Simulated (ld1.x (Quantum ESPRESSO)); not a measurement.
# Varying the RRKJ potential for N

Base potential:

N, norm-conserving RRKJ (Kleinman–Bylander form), made with ld1.x (Quantum ESPRESSO) 7.5 (PBE, non-relativistic). Core [He], reference 2s2 2p1 (charge +2). Waves: 2p (bound): rc 2.15 bohr; 3d channel at 0.15 Ry: rc 1.95 bohr; 2s (bound): rc 0.90 bohr. Local part: the s channel. Core correction: Bessel-smoothed model core inside 0.85 bohr.

Cutoffs, loose and tight: the cutoffs (Ry, on a coarse ladder) from which the occupation-weighted sum of valence levels, in a spherical-Bessel basis at the reference potential, stays within 10 and 1 mRy of its value at 400 Ry. They do not see the model core or the augmentation charge, which bear on the density cutoff. Test errors are all-electron minus pseudo excitation energies from the reference, over the configurations 2s2 2p3; 2s2 2p2; 2s2 2p0; 2s2 2p2.5; 2s2 2p3.3; 2s0 2p5; 2s1 2p3. A dash means not determined; rows that change the core or the reference have their own tests.

| change | outcome | cutoff, loose | cutoff, tight | bound ghosts | largest test error (meV) |
| --- | --- | --- | --- | --- | --- |
| base | generated | 60 Ry | 140 Ry | none | +1631 |
| core correction none | generated | 60 Ry | 140 Ry | none | +1654 |
| core correction Bessel-smoothed model core inside 0.38 bohr | generated | 60 Ry | 140 Ry | none | +1635 |
| core correction Bessel-smoothed model core inside 0.50 bohr | generated | 60 Ry | 140 Ry | none | +1635 |
| core correction Bessel-smoothed model core inside 0.56 bohr | generated | 60 Ry | 140 Ry | none | +1637 |
| core correction Bessel-smoothed model core inside 0.66 bohr | generated | 60 Ry | 140 Ry | none | +1641 |
| core correction Bessel-smoothed model core inside 0.76 bohr | generated | 60 Ry | 140 Ry | none | +1639 |
| core correction Bessel-smoothed model core inside 0.90 bohr | generated | 60 Ry | 140 Ry | none | +1635 |
| core correction Bessel-smoothed model core inside 0.98 bohr | generated | 60 Ry | 140 Ry | none | +1656 |
| core correction Bessel-smoothed model core inside 1.10 bohr | generated | 60 Ry | 140 Ry | none | +1665 |
